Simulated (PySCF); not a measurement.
**Two-photon absorption: `InChI=1S/C5H5BrO2/c6-5(8)3-1-2-4-7/h1-4,8H/p-1/b2-1+,5-3+`, charge -1**

Molfile (atoms numbered from 1):
```
C5H4BrO2
     RDKit          3D

 12 11  0  0  0  0  0  0  0  0999 V2000
    3.5817   -0.3220    0.2177 O   0  0  0  0  0  0  0  0  0  0  0  0
    2.4620    0.1674    0.0846 C   0  0  0  0  0  0  0  0  0  0  0  0
    1.2254   -0.5136    0.1399 C   0  0  0  0  0  0  0  0  0  0  0  0
    0.0230    0.1247   -0.0216 C   0  0  0  0  0  0  0  0  0  0  0  0
   -1.2183   -0.5024    0.0241 C   0  0  0  0  0  0  0  0  0  0  0  0
   -2.4730    0.0387   -0.1239 C   0  0  0  0  0  0  0  0  0  0  0  0
   -3.5875   -0.4082   -0.1024 O   0  0  0  0  0  0  0  0  0  0  0  0
   -2.4413    2.1138   -0.4636 Br  0  0  0  0  0  0  0  0  0  0  0  0
    2.3698    1.2627   -0.1020 H   0  0  0  0  0  0  0  0  0  0  0  0
    1.2507   -1.5814    0.3180 H   0  0  0  0  0  0  0  0  0  0  0  0
    0.0485    1.1937   -0.1961 H   0  0  0  0  0  0  0  0  0  0  0  0
   -1.2398   -1.5740    0.1992 H   0  0  0  0  0  0  0  0  0  0  0  0
  1  2  2  0
  2  3  1  0
  3  4  2  0
  4  5  1  0
  5  6  2  0
  6  7  1  0
  6  8  1  0
  2  9  1  0
  3 10  1  0
  4 11  1  0
  5 12  1  0
M  CHG  1   7  -1
M  END
```

Computed, not measured: TDDFT PBE0/def2-SVPD excited states, vertical, gas phase (PySCF 2.14.0). Geometry: GFN2-xTB.

The calculation is non-relativistic, which matters for the atoms heavier than Zn. For a gas-phase anion, states above the detachment energy (about 2.1 eV, taken as minus the energy of the highest occupied orbital) lie in the continuum and depend on the basis.

(1) Give the one- and two-photon strengths of the lowest singlets.

## Answers

(1) δ for parallel linear polarisation; σ at the peak of a Lorentzian of half width 0.1 eV, single beam; Ω is circular over linear.
| state | E (eV) | f | photon λ (nm) | δ (au) | σ (GM) | Ω | main |
| --- | --- | --- | --- | --- | --- | --- | --- |
| S1 | 4.02 | 0.000 | 616 | 0.33 | 0.00 | 1.50 | HOMO−1→LUMO 0.95 |
| S2 | 4.12 | 0.000 | 602 | 1.78 | 0.01 | 1.50 | HOMO→LUMO+1 0.94 |
| S3 | 4.22 | 0.867 | 587 | 101 | 0.66 | 1.05 | HOMO→LUMO 0.94 |
| S4 | 4.87 | 0.000 | 509 | 0.39 | 0.00 | 1.50 | HOMO−2→LUMO 0.93 |
| S5 | 5.26 | 0.001 | 472 | 10.8 | 0.11 | 1.50 | HOMO→LUMO+2 0.94 |

Among these, the strongest one-photon state is S3, the strongest two-photon state S3.
